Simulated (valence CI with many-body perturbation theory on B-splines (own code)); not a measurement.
# Energy levels of Tm LVII

Level of theory: valence CI with perturbative core correlation (CI+MBPT): three valence electrons over a frozen Dirac-Fock core [Ne], a basis of 11 s, 11 p, 9 d, 7 f, 5 g, 2 h, 1 i functions for each j, with the one-electron correlation potential Σ1 (screened to all orders), the two-electron term Σ2, the three-electron term Σ3, Breit, model QED; selected single and double excitations, second order for the rest (own B-spline code, finite nucleus).

The last digits are not significant, and no measured levels were compared; by estimate large intervals hold to a few tenths of a per cent, small ones and those within an open d or f shell to about a per cent.

Levels 46 to 68 of 68, with energies above the lowest level, (3s^2 3p1/2) J=1/2. "Leading %" is the weight of the configuration and term that name the level; weights of strongly mixed levels are sums over their largest components and can fall short. In the jj column 3d3/2^4 stands for four electrons in 3d with j = 3/2. Lifetimes count E1, E2, E3, M1 and M2 decay at the calculated energies, and are blank where another channel may lead or the interval is too uncertain; long ones can be off by a factor of two.

```tsv
No.	Configuration	Term	J	E (× 10³ cm⁻¹)	Leading %	Leading jj	Lifetime
46	3p2.3d	2D	3/2	8334.0	37	3p1/2 3p3/2 3d3/2 (86 %)	493 fs
47	3p2.3d	2D	5/2	8342.6	29	3p1/2 3p3/2 3d3/2 (84 %)	556 fs
48	3p2.3d	4P	1/2	8368.9	33	3p1/2 3p3/2 3d3/2 (87 %)	591 fs
49	3s.3d2	4F	3/2	8562.5	77	3s 3d3/2^2 (85 %)	438 fs
50	3p2.3d	4D	7/2	8578.6	47	3p1/2 3p3/2 3d5/2 (98 %)	1.11 ps
51	3p2.3d	2G	9/2	8640.3	59	3p1/2 3p3/2 3d5/2 (92 %)	1.93 ps
52	3s.3d2	4F	5/2	8648.1	44	3s 3d3/2^2 (65 %)	481 fs
53	3p2.3d	2P	3/2	8665.3	50	3p1/2 3p3/2 3d5/2 (94 %)	1.03 ps
54	3p2.3d	2D	5/2	8705.9	36	3p1/2 3p3/2 3d5/2 (74 %)	691 fs
55	3p2.3d	2F	7/2	8789.4	49	3p1/2 3p3/2 3d5/2 (80 %)	1.40 ps
56	3s.3d2	4P	1/2	8799.9	65	3s 3d3/2^2 (81 %)	374 fs
57	3p2.3d	4P	5/2	8810.0	37	3p1/2 3p3/2 3d5/2 (90 %)	843 fs
58	3p2.3d	2P	1/2	8886.6	44	3p1/2 3p3/2 3d5/2 (86 %)	1.16 ps
59	3p2.3d	2D	3/2	8909.1	60	3p1/2 3p3/2 3d5/2 (92 %)	844 fs
60	3p3	2P°	3/2	8945.7	50	3p3/2^3 (96 %)	308 fs
61	3s.3d2	4F	7/2	9024.4	86	3s 3d3/2 3d5/2 (85 %)	661 fs
62	3s.3d2	4F	5/2	9055.8	39	3s 3d3/2 3d5/2 (93 %)	700 fs
63	3s.3d2	4P	3/2	9095.9	85	3s 3d3/2 3d5/2 (98 %)	740 fs
64	3s.3d2	2G	9/2	9144.1	50	3s 3d3/2 3d5/2 (86 %)	720 fs
65	3s.3d2	2F	5/2	9209.0	51	3s 3d3/2 3d5/2 (83 %)	537 fs
66	3s.3d2	2G	7/2	9210.5	74	3s 3d3/2 3d5/2 (94 %)	845 fs
67	3s.3d2	2D	3/2	9238.5	40	3s 3d3/2 3d5/2 (81 %)	568 fs
68	3s.3d2	2P	1/2	9315.4	58	3s 3d3/2 3d5/2 (77 %)	462 fs
```
